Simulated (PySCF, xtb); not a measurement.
1,1-difluorobuta-1,2-diene (C₄H₄F₂), SMILES CC=C=C(F)F.

GFN2-xTB (xtb 6.7.1) at its own geometry gives an orbital gap of 4.58 eV and a dipole moment of 3.96 D.

Geometry optimised at PBE0-D3(BJ)/def2-SVP.

Question: What does PBE0/def2-TZVP in PySCF give? (An estimate is asked for; the answer gives what the named calculation found.)

Answer: gap 6.60 eV (levels -7.24 and -0.64 eV), dipole 2.45 D.
